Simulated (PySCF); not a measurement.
Molecule: SMILES C(C(C)(C)C)(N)=O, C5H11NO.

Mapped SMILES: `[CH3:1][C:2]([CH3:3])([CH3:4])[C:5]([NH2:6])=[O:7]`; H(Xn) means a hydrogen on atom n. Ha(N6) is cis to the C=O or C=S heteroatom; Hb(N6) is trans to the C=O or C=S heteroatom.

Geometry PBE0-D3(BJ)/def2-SVP throughout; GIAO in PySCF 2.14, gas phase, one conformer, non-relativistic; equivalent atoms averaged; functional PBE0.

For orientation, pcSseg-1 gives these absolute shieldings σ: C5 6.4, C2 146.4, C1/C3/C4 154.8, N6 156.7, O7 -89.9, Hb(N6) 26.56, Ha(N6) 26.96, H(C1)/H(C3)/H(C4) 30.21 ppm.

A run gave: C5 7.6, C2 155.3, C1/C3/C4 161.6, N6 161.9, O7 -127.0, Hb(N6) 28.75, Ha(N6) 29.38, H(C1)/H(C3)/H(C4) 31.52 ppm (absolute shieldings σ).

Which basis set was used in that run?
A. 6-31G
B. pcSseg-0
C. def2-TZVP
D. aug-cc-pVDZ

Results:

B. O7 tells them apart best: pcSseg-0 gives -127.0, def2-TZVP gives -75.6, aug-cc-pVDZ gives -46.6, 6-31G gives -76.9 ppm.
